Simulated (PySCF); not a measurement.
An unknown shows these calculated signals:

1H NMR (400 MHz, computed): δ 7.01 (m, 1H), 6.89 (m, 1H), 6.48 (m, 1H), 1.33 (m, 1H), 0.93 (m, 1H), 0.88 (m, 1H), 0.82 (m, 1H), 0.76 (m, 1H).

13C{1H} NMR (computed): δ 148.4 (CH2), 135.7 (CH), 132.7 (C), 8.0 (CH), 4.1 (CH2), 1.6 (CH2).

Calculated, not measured (PySCF): NMR shieldings at PBE0/pcSseg-1/GIAO, geometry: GFN2-xTB. Rapidly exchanging positions averaged, single conformer, in vacuum, non-relativistic.

Chemical shifts δ = σref − σ; 1H (σ = 31.72 ppm), 13C (σ = 186.93 ppm) against TMS, all at this level.

Problem. Which of these does the molecule contain: a non-aromatic C=C double bond, a carboxylic acid, an NH or NH2 group, a CF3 group, a ketone, a vinyl group CH=CH2?

Solution. 
- A non-aromatic C=C double bond: yes.
- A carboxylic acid: no.
- An NH or NH2 group: no.
- A CF3 group: yes (δC 132.7).
- A ketone: no.
- A vinyl group CH=CH2: yes (δC 148.4, 135.7; δH 7.01 (m), 6.89 (m), 6.48 (m)).

The data belong to `[P@](C=C)(=O)(C1CC1)C(F)(F)F`, C6H8F3OP; they needn't prove each group on their own.

Carbon signals by region: 3 in the sp2 and nitrile region (100–160 ppm), 3 below 50 ppm.

Splittings by 19F and 31P in the carbon and heteronuclear signals aren't shown, as no couplings were computed. Shifts are as computed. Against solution values, carbons near 30 ppm lie about +3 ppm off and those near 130 ppm about +5 ppm. Of 1211 compounds with measured shifts, 218 miss one by over three times the rms of a fit or turn the order of signals round; such compounds aren't used in these exercises. Multiplicities follow the n + 1 count of equivalent neighbours, as no J values were calculated; m marks all less simple cases, F and P coupling included.
